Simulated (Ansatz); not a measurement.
```yaml
crystal:
  periodic: [false, false, false]
  atoms:
    - {symbol: C, position_ang: [0.202836, 0.885380, -0.624235]}
    - {symbol: B, position_ang: [0.073304, 0.094022, 0.645687]}
    - {symbol: Te, position_ang: [0.164473, -1.944194, 1.308668]}
    - {symbol: H, position_ang: [-0.971456, 1.207636, -0.868856]}
    - {symbol: H, position_ang: [0.686494, 1.436173, -0.729007]}
    - {symbol: H, position_ang: [0.162571, 0.198196, -1.651911]}
    - {symbol: H, position_ang: [-0.133711, 0.891713, 1.925702]}
    - {symbol: H, position_ang: [0.441005, -1.954287, -0.374599]}
basis:
  gaussian: {orbitals: STO-3G}
magnetization: {spin_polarized: true, initial_magnetization: 8}
hamiltonian: {xc: {name: SPW92}}
output: {forces: true}
```

```sh
$ ansatz run in.yaml --threads 2 --pin off --events-out ev --progress --plain --max-ram 4352MiB
```

Output, abridged:

```
Functional definition: SPW92
492 factors; integrals over basis functions are off by at most 8.6e-5 eV
mean field evaluation 1: about -179760.7579 eV, gradient 1.4e1 eV
mean field evaluation 2: about -179730.6201 eV, gradient 3.2e1 eV
mean field evaluation 4: about -179762.7195 eV, gradient 1.2e1 eV
mean field evaluation 8: about -179762.6904 eV, gradient 1.2e1 eV
mean field evaluation 16: about -179764.1688 eV, gradient 2.5e-5 eV
mean field -179764.16878932 eV, -6606.2113544775 hartree, gradient 2.5e-5 eV, S^2 20.001800; 4 other end points of the search recorded, 0 dependent functions left out
reference -179764.16880927 eV, -6606.2113552106 hartree; 38, 30 occupied and 4, 12 virtual orbitals, 492 factors
Total energy: -179764.16880927 eV, -6606.2113552106 hartree
Atom 0 at     0.202836     0.885380    -0.624235 Å, force   -27.035152   -28.582237    10.599740 eV/Å
Atom 1 at     0.073304     0.094022     0.645687 Å, force     1.162956     4.700016    -5.355283 eV/Å
Atom 2 at     0.164473    -1.944194     1.308668 Å, force    -1.064691    -9.013115    12.785105 eV/Å
Atom 3 at    -0.971456     1.207636    -0.868856 Å, force    -1.596409     0.226161    -1.567630 eV/Å
Atom 4 at     0.686494     1.436173    -0.729007 Å, force    29.027795    31.030098    -6.199585 eV/Å
Atom 5 at     0.162571     0.198196    -1.651911 Å, force    -1.014548    -1.978859    -5.093973 eV/Å
Atom 6 at    -0.133711     0.891713     1.925702 Å, force    -1.137181     3.254724     4.689305 eV/Å
Atom 7 at     0.441005    -1.954287    -0.374599 Å, force     1.657231     0.363213    -9.857678 eV/Å
Dipole moment:    -0.045754    -0.377702     0.298797 e Å
```

In this input the spin is set far too high for this molecule. Self-consistency was reached. The result belongs to that input, not to the molecule as meant.
